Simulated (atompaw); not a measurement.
u(r) = r·R(r): atom against pseudo-atom (fluorine (F))

Columns: radius, all-electron u(r) and pseudo u(r) of the 2s shell (level -29.57 eV) of fluorine in the configuration [He] 2s2 2p5; LDA (PW92), non-relativistic, PAW (atompaw) scheme, atompaw 4.2.0.5.

```json
{"r (bohr)": "0.058", "all-electron": "0.4077", "pseudo": "-0.1226"}
{"r (bohr)": "0.115", "all-electron": "0.4326", "pseudo": "-0.2411"}
{"r (bohr)": "0.173", "all-electron": "0.2795", "pseudo": "-0.3576"}
{"r (bohr)": "0.231", "all-electron": "0.0565", "pseudo": "-0.4681"}
{"r (bohr)": "0.288", "all-electron": "-0.1737", "pseudo": "-0.5693"}
{"r (bohr)": "0.346", "all-electron": "-0.3899", "pseudo": "-0.6630"}
{"r (bohr)": "0.404", "all-electron": "-0.5748", "pseudo": "-0.7463"}
{"r (bohr)": "0.462", "all-electron": "-0.7242", "pseudo": "-0.8181"}
{"r (bohr)": "0.519", "all-electron": "-0.8369", "pseudo": "-0.8769"}
{"r (bohr)": "0.577", "all-electron": "-0.9199", "pseudo": "-0.9244"}
{"r (bohr)": "0.635", "all-electron": "-0.9751", "pseudo": "-0.9593"}
{"r (bohr)": "0.692", "all-electron": "-1.0064", "pseudo": "-0.9817"}
{"r (bohr)": "0.750", "all-electron": "-1.0194", "pseudo": "-0.9929"}
{"r (bohr)": "0.808", "all-electron": "-1.0168", "pseudo": "-0.9931"}
{"r (bohr)": "0.865", "all-electron": "-1.0026", "pseudo": "-0.9838"}
{"r (bohr)": "0.923", "all-electron": "-0.9789", "pseudo": "-0.9657"}
{"r (bohr)": "0.981", "all-electron": "-0.9483", "pseudo": "-0.9402"}
{"r (bohr)": "1.038", "all-electron": "-0.9134", "pseudo": "-0.9092"}
{"r (bohr)": "1.096", "all-electron": "-0.8745", "pseudo": "-0.8731"}
{"r (bohr)": "1.154", "all-electron": "-0.8335", "pseudo": "-0.8337"}
{"r (bohr)": "1.212", "all-electron": "-0.7913", "pseudo": "-0.7922"}
{"r (bohr)": "1.269", "all-electron": "-0.7496", "pseudo": "-0.7504"}
{"r (bohr)": "1.327", "all-electron": "-0.7075", "pseudo": "-0.7080"}
{"r (bohr)": "1.385", "all-electron": "-0.6660", "pseudo": "-0.6663"}
{"r (bohr)": "1.442", "all-electron": "-0.6264", "pseudo": "-0.6264"}
{"r (bohr)": "1.500", "all-electron": "-0.5873", "pseudo": "-0.5873"}
```

(1) How many radial nodes do the two functions have?

(2) Where does each function peak?

(3) Is the pseudo-wave norm-conserving?

## Answers

(1) The all-electron 2s function has n − l − 1 = 1; the pseudo-wave has 0, since the states of the same l below it are removed with the core.

(2) Outermost all-electron maximum near 0.75 bohr, pseudo maximum near 0.81 bohr (to the table’s step).

(3) No, it belongs to a PAW set: the norm inside the radius is not constrained, and the difference is carried by the augmentation charge.
